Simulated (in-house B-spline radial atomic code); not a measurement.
Ionising the titanium ion Ti⁶⁺ with different functionals

Computed with a radial B-spline atomic code at the basis-set limit: four-component Dirac-Coulomb Hamiltonian, Fermi nucleus of rms radius 3.5921 fm, spin-restricted, spherical fractional occupations for the functionals. The ionisation energy is the difference of two self-consistent energies, [Ne] 3s2 3p4 → [Ne] 3s2 3p3, without Breit or QED terms; ε is the level of the shell that loses the electron (mean over j). The electron is taken from both j subshells in proportion to 2j + 1, so the result is a j average, not the step between ground levels.

Hybrids are left out here: with spherical fractional occupations of an open shell their exact exchange keeps a self-interaction that integer-occupation calculations don't have.

```json
{"method": "LDA VWN5", "rung": "LDA", "ΔSCF (eV)": "143.55", "-ε(3p) (eV)": "132.21"}
{"method": "relativistic LDA", "rung": "LDA", "ΔSCF (eV)": "143.52", "-ε(3p) (eV)": "132.17"}
{"method": "LDA PW92", "rung": "LDA", "ΔSCF (eV)": "143.54", "-ε(3p) (eV)": "132.20"}
{"method": "LDA exchange-only", "rung": "LDA", "ΔSCF (eV)": "141.63", "-ε(3p) (eV)": "130.29"}
{"method": "PBE", "rung": "GGA", "ΔSCF (eV)": "143.51", "-ε(3p) (eV)": "132.18"}
{"method": "PBEsol", "rung": "GGA", "ΔSCF (eV)": "143.40", "-ε(3p) (eV)": "132.07"}
{"method": "BLYP", "rung": "GGA", "ΔSCF (eV)": "143.39", "-ε(3p) (eV)": "132.05"}
{"method": "RPBE", "rung": "GGA", "ΔSCF (eV)": "143.49", "-ε(3p) (eV)": "132.17"}
{"method": "PW91", "rung": "GGA", "ΔSCF (eV)": "143.65", "-ε(3p) (eV)": "132.31"}
{"method": "BP86", "rung": "GGA", "ΔSCF (eV)": "143.62", "-ε(3p) (eV)": "132.28"}
{"method": "AM05", "rung": "GGA", "ΔSCF (eV)": "143.38", "-ε(3p) (eV)": "132.05"}
{"method": "OLYP", "rung": "GGA", "ΔSCF (eV)": "143.84", "-ε(3p) (eV)": "132.52"}
```

Problem. How do they compare with the NIST value?

Solution. NIST lists 140.7 eV ± 0.18 (semi-empirical, ground level to ground level). Errors run from +0.95 to +3.16 eV. The correlated functionals all miss on the same side by more than they spread, so the cause is common to them (Breit-QED terms, spin polarisation, the choice among j levels, multiplet and fine-structure energies, or a listed next ion that isn't the cheapest removal here) and closeness doesn't rank the functionals.
